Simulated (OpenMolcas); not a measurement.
# Nb3+: ligand-field states by method

Nb3+ with 4 ligands (water) in square-planar coordination (D2h) at 1.95 Å. Ligand basis ANO-RCC-VDZP.

| Item | Value |
| --- | --- |
| Program | OpenMolcas 26.06 |
| Basis | ANO-RCC-VDZP [6s5p3d1f] |
| Scalar Hamiltonian | DKH2, point nucleus |
| Active space | 2 electrons in 5 orbitals (4d) |
| State averaging | 2S+1 = 3 even, 10 roots; 2S+1 = 1 even, 15 roots |
| Spin-orbit coupling | RASSI with atomic mean-field integrals over the reference wave functions |

I. CASSCF
II. SS-CASPT2, IPEA 0.25 Eh, imaginary shift 0.1 Eh (closed shells correlated: 4s 4p and the ligand valence shells)
III. SS-CASPT2, IPEA 0.5 Eh, imaginary shift 0.1 Eh (closed shells correlated: 4s 4p and the ligand valence shells)

Spin-free states in cm-1, each column counted from its own energy of the first state listed:

```json
{"State": "2S+1 = 3", "Degeneracy": "1", "I": "0", "II": "0", "III": "0"}
{"State": "2S+1 = 3", "Degeneracy": "1", "I": "2762", "II": "5130", "III": "5260"}
{"State": "2S+1 = 3", "Degeneracy": "1", "I": "3632", "II": "4830", "III": "5390"}
{"State": "2S+1 = 3", "Degeneracy": "1", "I": "5825", "II": "6880", "III": "6850"}
{"State": "2S+1 = 1", "Degeneracy": "1", "I": "6900", "II": "6380", "III": "5900"}
{"State": "2S+1 = 1", "Degeneracy": "1", "I": "8857", "II": "8350", "III": "8770"}
{"State": "2S+1 = 1", "Degeneracy": "1", "I": "9318", "II": "7380", "III": "7200"}
{"State": "2S+1 = 3", "Degeneracy": "1", "I": "10018", "II": "9930", "III": "10530"}
{"State": "2S+1 = 3", "Degeneracy": "1", "I": "13577", "II": "15620", "III": "15990"}
{"State": "2S+1 = 1", "Degeneracy": "1", "I": "13927", "II": "11860", "III": "11660"}
{"State": "2S+1 = 1", "Degeneracy": "1", "I": "14875", "II": "13900", "III": "14220"}
{"State": "2S+1 = 1", "Degeneracy": "1", "I": "15999", "II": "14790", "III": "15280"}
{"State": "2S+1 = 1", "Degeneracy": "1", "I": "16243", "II": "15020", "III": "15260"}
{"State": "2S+1 = 1", "Degeneracy": "1", "I": "22108", "II": "22310", "III": "22520"}
{"State": "2S+1 = 1", "Degeneracy": "1", "I": "22131", "II": "22840", "III": "23030"}
{"State": "2S+1 = 1", "Degeneracy": "1", "I": "35036", "II": "32090", "III": "32330"}
{"State": "2S+1 = 3", "Degeneracy": "1", "I": "47450", "II": "48380", "III": "48660"}
{"State": "2S+1 = 3", "Degeneracy": "1", "I": "48461", "II": "48660", "III": "48860"}
{"State": "2S+1 = 1", "Degeneracy": "1", "I": "54825", "II": "53470", "III": "53680"}
{"State": "2S+1 = 3", "Degeneracy": "1", "I": "55420", "II": "56990", "III": "57290"}
```

From I to II, I's first state of the same spin (2S+1 = 3) moves from 2762 to 5130 cm-1, by about +2400 cm-1. In II another state of that kind comes below it.

From I to II, I's first state of another spin (2S+1 = 1) moves from 6900 to 6380 cm-1, by about -520 cm-1.

χT at 300 K: I 0.76, II 0.84, III 0.85 cm3 K/mol.

The least metal-like active orbital is 73 % on the metal (Löwdin) and no ligand orbital is active, so the numbers are rough. Ligand-to-metal charge-transfer states are missing. With no ligand orbital active B as a rule stays too high, so bands that hang on it stand too high and its fall with covalency is understated. Without dynamic correlation the repulsion within the d shell is too large (B by tens of per cent), so at a given field states of lower spin stand too high (holds for I). With metal d orbitals alone the field can be off either way by tens of per cent (holds for I). No measured value stands beside these numbers; the geometry was imposed, not optimised, and the real ion may take another.

A state without a sure symmetry label is named by its multiplicity alone.
